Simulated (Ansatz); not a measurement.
Reactions of `[F][InH][I]`.

Calculated with Ansatz (gas phase, PBE0-D4/def2-TZVP geometries, no zero-point term in ΔE). CCSD(T)/CBS adds triple-zeta CCSD(T) − MP2 to the extrapolated MP2 energy (def2 sets, frozen cores). This one scheme is used for every species, atoms too. No spin–orbit coupling; open shells (•) take unrestricted orbitals. Spin–orbit coupling would lower the free atoms: strongly for I. def2 core potentials past Kr. Bonds to I, In, Se are less sure, by a few kJ/mol each and by 10 to 20 or more in all where they break to atoms, as the def2 sets lack core-valence functions. Scalar relativity is left out up to krypton. One conformer a species, not always the lowest.

| reaction | CCSD/CBS(def2) (kcal/mol) | CCSD(T)/CBS(def2) (kcal/mol) |
| --- | --- | --- |
| `[F][InH][I]` + H₂Se → `[F][InH][SeH]` + HI | 8.0 | 7.8 |
| `[F][InH][I]` + H₂S → `[F][InH][SH]` + HI | 13.4 | 12.9 |
| `[F][InH][I]` + `CF` → `F[CH2][InH][I]` + H–F | 23.2 | 22.7 |
| `[F][InH][I]` → I• + `[F][InH]`• | 75.2 | 77.5 |
| `[F][InH][I]` + CH₃OH → `O[CH2][InH][I]` + H–F | 21.3 | 20.2 |
| `[F][InH][I]` + CH₃NH₂ → `C[NH][InH][F]` + HI | 31.6 | 30.8 |
| `[F][InH][I]` + HCl → `[F][InH][Cl]` + HI | 7.8 | 7.9 |
| `[F][InH][I]` + H–F → `[F][InH][F]` + HI | 22.0 | 21.9 |
| `[F][InH][I]` + HCl → `[Cl][InH][I]` + H–F | -14.1 | -13.9 |
| `[F][InH][I]` + H₂ → `[InH2][I]` + H–F | 9.7 | 10.6 |

Largest T1 diagnostic: 0.021, for `[F][InH]`•.
